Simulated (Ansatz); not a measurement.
Calculated with Ansatz (gas phase, PBE0-D4/def2-TZVP geometries, no zero-point term in ΔE). CBS: MP2 limit from def2 TZ/QZ plus the TZ coupled-cluster correction, frozen cores. This one scheme is used for every species. Functionals use def2-TZVPP. For Se outer-core shells are correlated without core-valence functions, which leaves a few kJ/mol of doubt a bond. Scalar relativity is left out up to krypton. One conformer a species, not always the lowest.

Reaction (substitution at a C–Se bond): `OC1([SeH])CC1` + H–F → `OC1(F)CC1` + H₂Se

**Question.** Is it downhill or uphill in electronic energy at CCSD(T)/CBS, and by how much? (An estimate is asked.)

**Answer.** Computed: Uphill: ΔE = +5.8 kcal/mol.

**Question.** What do these levels give: r2SCAN-D4, PBE0-D4, ωB97M-V, PBE, r2SCAN, PBE0, MP2/def2-TZVPP, CCSD/def2-TZVPP, HF/def2-QZVPP, MP2/def2-QZVPP, HF/CBS(def2), CCSD/CBS(def2)? (Estimate.)

**Answer.** Computed: r2SCAN-D4 1.3, PBE0-D4 2.8, ωB97M-V 1.5, PBE 1.4, r2SCAN 0.9, PBE0 1.4, MP2/def2-TZVPP 8.4, CCSD/def2-TZVPP 3.2, HF/def2-QZVPP -3.8, MP2/def2-QZVPP 9.3, HF/CBS(def2) -3.8, CCSD/CBS(def2) 4.6 kcal/mol.

Largest T1 diagnostic among the species: 0.010.

The D4 term adds +2.8 kcal/mol with B3LYP and +1.5 kcal/mol with PBE0; it sums over pairs of atoms, weighted by their polarisabilities, and B3LYP, whose exchange is more repulsive, gets the larger term. In def2-TZVPP, CCSD(T) changes the Hartree–Fock value by +8.2 kcal/mol (the triples alone add +1.2 kcal/mol) and MP2 by +12.3 kcal/mol.

B3LYP here is the variant with VWN-RPA as its local correlation; programs differ in this.
